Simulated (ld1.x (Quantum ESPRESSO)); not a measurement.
## Varying the TM semilocal potential for hafnium

Base potential:

ld1.x (Quantum ESPRESSO) 7.5 input, shortened:

```
&input
   title='Hf', zed=72., rel=1, dft='PBESOL', iswitch=3,
   config='[Xe] 4f14 5d2 6s1 6p0'
 /
 &inputp
   pseudotype=1, tm=.true., lloc=0,
   nlcc=.false.
 /
3
5P  2  1   6.00   0.00  1.95  1.95  0.0
5D  3  2   2.00   0.00  2.50  2.50  0.0
5S  1  0   2.00   0.00  1.70  1.70  0.0
 &test
   configts(1)='5s2 5p6 5d2 6s1 6p0'
 /
```

Occupied shells without a wave of their own: 6s. They enter only through the test configuration that unscreens the potential.

Cutoffs, loose and tight: the cutoffs (Ry, on a coarse ladder) from which the occupation-weighted sum of valence levels, in a spherical-Bessel basis at the reference potential, stays within 10 and 1 mRy of its value at 400 Ry. They do not see the model core or the augmentation charge, which bear on the density cutoff. Test errors are all-electron minus pseudo excitation energies from the reference, over the configurations 5s2 5p6 5d2 6s2 6p0; 5s2 5p6 5d2 6s0 6p0; 5s2 5p6 5d1 6s0 6p0; 5s2 5p6 5d2.5 6s1.5 6p0; 5s2 5p6 5d0 6s0 6p0; 5s2 5p6 5d3 6s1 6p0; 5s2 5p5 5d2 6s2 6p0. A dash means not determined; rows that change the core or the reference have their own tests. The largest error is taken over the tests solved by every variant that gives reliable tests at all: 5s2 5p5 5d2 6s2 6p0; 5s2 5p6 5d0 6s0 6p0; 5s2 5p6 5d1 6s0 6p0; 5s2 5p6 5d2 6s0 6p0; 5s2 5p6 5d2 6s2 6p0.

Cutoffs are not given where the Bessel-basis levels miss the radial ones by over 6 mRy, ghosts where they miss by over 20 mRy; a channel whose overlap is not positive is not tested.

A semilocal file is local in each channel, so a ghost entry of none says nothing of the separable form that plane-wave codes build from it.

```csv
change,outcome,"cutoff, loose","cutoff, tight",bound ghosts,largest test error (meV)
base,"generated, misses its reference levels by 1.09 eV",50 Ry,70 Ry,none,-2485
"all radii scaled by about 0.91 (s 1.56, p 1.78, d 2.28 bohr)","generated, misses its reference levels by 0.64 eV",60 Ry,100 Ry,none,-1523
"all radii scaled by about 0.94 (s 1.60, p 1.84, d 2.36 bohr)","generated, misses its reference levels by 0.77 eV",55 Ry,80 Ry,none,-1804
"all radii scaled by about 1.05 (s 1.78, p 2.04, d 2.62 bohr)","generated, misses its reference levels by 1.50 eV",40 Ry,60 Ry,none,-3345
"all radii scaled by about 1.12 (s 1.90, p 2.18, d 2.80 bohr)","generated, misses its reference levels by 2.29 eV",30 Ry,50 Ry,none,-4931
"all radii scaled by about 1.18 (s 2.00, p 2.30, d 2.96 bohr)","generated, misses its reference levels by 2.91 eV",25 Ry,50 Ry,none,-6068
"all radii scaled by about 1.23 (s 2.08, p 2.40, d 3.08 bohr)","generated, misses its reference levels by 3.23 eV",25 Ry,45 Ry,none,-14707
"all radii scaled by about 1.39 (s 2.36, p 2.72, d 3.48 bohr)","generated, misses its reference levels by 5.91 eV",–,–,not determined,+16731
```

(1) What comes out with this change to the base: all radii scaled by about 0.82 (s 1.40, p 1.60, d 2.04 bohr)?

(2) What comes out with this change to the base: all radii scaled by about 1.29 (s 2.20, p 2.52, d 3.24 bohr)?

(3) What comes out with this change to the base: all radii scaled by about 0.75 (s 1.28, p 1.46, d 1.86 bohr)?

## Answers

(1) outcome: generated, misses its reference levels by 0.29 eV; cutoff, loose: 80 Ry; cutoff, tight: 140 Ry; bound ghosts: none; largest test error (meV): -753.

(2) outcome: generated, misses its reference levels by 4.37 eV; cutoff, loose: 25 Ry; cutoff, tight: 40 Ry; bound ghosts: none; largest test error (meV): no test is counted, since the test run did not reproduce the reference configuration.

(3) outcome: generated; cutoff, loose: 90 Ry; cutoff, tight: 160 Ry; bound ghosts: none; largest test error (meV): -389.

Reading the sweep of the scale of all radii (base = 1) (base included, trends over the rows without a ghost): The loose cutoff falls from 90 Ry at 0.75 to 25 Ry at 1.29. A larger radius leaves more room for a smooth pseudo-wave, so fewer plane waves are needed; a smaller one forces it to follow the all-electron wave where it bends sharply. The median size of the test errors (rows with all tests solved) rises from 110.6 meV at 0.75 to 2808.2 meV at 1.12. More of the atom is replaced by a form fitted at one configuration, so other configurations suffer as the radius grows.
